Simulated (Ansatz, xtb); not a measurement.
Breaking the Ge1–H2 bond in GeHI (SMILES [GeH][I]) (multiplicity 1 held, fragments rigid). Energies count from the point at 1.601 Å.
Geometry at that point (charge 0, multiplicity 1):
```xyz
3

Ge    -0.911    -0.755     1.057
H     -1.931    -1.240    -0.078
I      0.586     0.479    -0.637
```

R- and RO- levels are restricted; in cc, def2 and unpolarised 6-31G sets they are followed outwards from rest. U- levels take the lowest unrestricted solution at each point, which mixes spins at long bonds. Active spaces are followed from a long bond inwards. Left out are points that failed, MP2 points in a non-variational dive below the minimum, coupled-cluster points behind a sign of a changed root (a jump of the amplitudes, or a one-step jump against full CI or MRCI), small-basis points behind a change of solution, and semi-empirical points at long bonds. Levels need not reach the same state.

Cores are frozen in the correlated methods. Filled d and f shells under p-block atoms count as core.

Codes used: Ansatz (a first-principles code); xtb for the GFN methods.  In def2 rows elements past Kr take small-core potentials, without spin–orbit coupling. The GFN methods have no spin term and hold the electronic entropy of 300 K.

Energies in kcal/mol.

```json
[
 {"R (Å)": "1.281", "GFN2-xTB": "26.0", "U-PBE/def2-TZVPP": "26.3", "R-B3LYP/def2-TZVPP": "25.2", "R-SCS-MP2/def2-TZVPP": "25.4", "FIC-MRCISD+Q on CASSCF(2,2)/def2-TZVPP": "25.9"},
 {"R (Å)": "1.441", "GFN2-xTB": "5.3", "U-PBE/def2-TZVPP": "5.4", "R-B3LYP/def2-TZVPP": "4.8", "R-SCS-MP2/def2-TZVPP": "4.5", "FIC-MRCISD+Q on CASSCF(2,2)/def2-TZVPP": "4.9"},
 {"R (Å)": "1.601", "GFN2-xTB": "0.0", "U-PBE/def2-TZVPP": "0.0", "R-B3LYP/def2-TZVPP": "0.0", "R-SCS-MP2/def2-TZVPP": "0.0", "FIC-MRCISD+Q on CASSCF(2,2)/def2-TZVPP": "0.0"},
 {"R (Å)": "1.762", "GFN2-xTB": "0.6", "U-PBE/def2-TZVPP": "2.5", "R-B3LYP/def2-TZVPP": "3.1", "R-SCS-MP2/def2-TZVPP": "3.8", "FIC-MRCISD+Q on CASSCF(2,2)/def2-TZVPP": "3.2"},
 {"R (Å)": "1.922", "GFN2-xTB": "4.0", "U-PBE/def2-TZVPP": "8.8", "R-B3LYP/def2-TZVPP": "10.0", "R-SCS-MP2/def2-TZVPP": "11.6", "FIC-MRCISD+Q on CASSCF(2,2)/def2-TZVPP": "10.3"},
 {"R (Å)": "2.162", "GFN2-xTB": "12.9", "U-PBE/def2-TZVPP": "20.9", "R-B3LYP/def2-TZVPP": "23.0", "R-SCS-MP2/def2-TZVPP": "26.0", "FIC-MRCISD+Q on CASSCF(2,2)/def2-TZVPP": "23.4"},
 {"R (Å)": "2.402", "GFN2-xTB": "24.2", "U-PBE/def2-TZVPP": "33.4", "R-B3LYP/def2-TZVPP": "36.2", "R-SCS-MP2/def2-TZVPP": "40.6", "FIC-MRCISD+Q on CASSCF(2,2)/def2-TZVPP": "36.0"},
 {"R (Å)": "2.802", "GFN2-xTB": "44.0", "U-PBE/def2-TZVPP": "51.4", "R-B3LYP/def2-TZVPP": "55.4", "R-SCS-MP2/def2-TZVPP": "61.7", "FIC-MRCISD+Q on CASSCF(2,2)/def2-TZVPP": "52.3"},
 {"R (Å)": "3.203", "GFN2-xTB": "61.3", "U-PBE/def2-TZVPP": "61.3", "R-B3LYP/def2-TZVPP": "70.2", "R-SCS-MP2/def2-TZVPP": "77.4", "FIC-MRCISD+Q on CASSCF(2,2)/def2-TZVPP": "61.8"},
 {"R (Å)": "3.683", "GFN2-xTB": "76.2", "U-PBE/def2-TZVPP": "65.8", "R-B3LYP/def2-TZVPP": "82.8", "R-SCS-MP2/def2-TZVPP": "89.4", "FIC-MRCISD+Q on CASSCF(2,2)/def2-TZVPP": "66.8"},
 {"R (Å)": "4.324", "GFN2-xTB": "85.7", "U-PBE/def2-TZVPP": "67.3", "R-B3LYP/def2-TZVPP": "93.2", "R-SCS-MP2/def2-TZVPP": "95.2", "FIC-MRCISD+Q on CASSCF(2,2)/def2-TZVPP": "68.7"},
 {"R (Å)": "5.125", "GFN2-xTB": "left out", "U-PBE/def2-TZVPP": "67.5", "R-B3LYP/def2-TZVPP": "100.2", "R-SCS-MP2/def2-TZVPP": "89.7", "FIC-MRCISD+Q on CASSCF(2,2)/def2-TZVPP": "69.1"}
]
```

Doubts at one or more of the structures used: a spin-contaminated determinant (U-PBE/def2-TZVPP); a restricted determinant that unrestricted orbitals would lower (R-B3LYP/def2-TZVPP, R-SCS-MP2/def2-TZVPP).
